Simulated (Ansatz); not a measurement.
Steps of a relaxation of Br$_{2}$Cl$_{2}$Ge (`[Cl][Ge]([Cl])([Br])[Br]`) with RKS PBE0-D4/def2-TZVP.

```sh
$ ansatz run in.yaml --threads 4 --pin off --events-out ev --progress --plain --max-ram 11315MiB
```

```yaml
crystal:
  periodic: [false, false, false]
  atoms:
    - {symbol: Cl, position_ang: [-0.643170, -0.237520, 2.055390]}
    - {symbol: Ge, position_ang: [0.028040, -0.040930, 0.045930]}
    - {symbol: Cl, position_ang: [1.715880, -1.282410, -0.321010]}
    - {symbol: Br, position_ang: [-1.691010, -0.616450, -1.406570]}
    - {symbol: Br, position_ang: [0.590260, 2.177310, -0.373730]}
basis:
  gaussian: {orbitals: def2-TZVP}
hamiltonian: {xc: pbe0, dispersion: d4}
relax: {f_tol: 0.005, max_steps: 150}
```

Positions (Å) and forces (eV/Å) along the path, 4 of 4 steps:

```xyz
5
step=1 energy=-221630.6169 eV
Cl   -0.643   -0.238    2.055    0.121   -0.024   -0.195
Ge    0.028   -0.041    0.046   -0.319    0.497   -0.526
Cl    1.716   -1.282   -0.321   -0.170    0.100    0.102
Br   -1.691   -0.616   -1.407    0.491    0.102    0.442
Br    0.590    2.177   -0.374   -0.123   -0.675    0.177
5
step=2 energy=-221630.6612 eV
Cl   -0.625   -0.238    2.022   -0.030   -0.013    0.092
Ge    0.009   -0.014    0.015   -0.012    0.014   -0.016
Cl    1.687   -1.264   -0.308    0.077   -0.059   -0.015
Br   -1.671   -0.631   -1.380   -0.045   -0.009   -0.042
Br    0.599    2.147   -0.350    0.011    0.067   -0.019
5
step=3 energy=-221630.6620 eV
Cl   -0.626   -0.240    2.027   -0.005   -0.002    0.018
Ge    0.010   -0.015    0.017   -0.012    0.017   -0.019
Cl    1.691   -1.268   -0.307    0.016   -0.011   -0.003
Br   -1.672   -0.628   -1.383    0.003    0.001    0.002
Br    0.597    2.150   -0.354   -0.001   -0.006    0.001
5
step=4 energy=-221630.6620 eV
Cl   -0.626   -0.240    2.028    0.000   -0.001    0.002
Ge    0.010   -0.015    0.017   -0.002    0.003   -0.003
Cl    1.691   -1.268   -0.307    0.001   -0.001    0.000
Br   -1.672   -0.628   -1.384    0.001    0.000    0.001
Br    0.597    2.150   -0.354    0.000    0.000    0.000
```

It took 43 s on 4 threads of an Arm Neoverse V2 on a shared host, with 1 GiB of host memory at the peak.
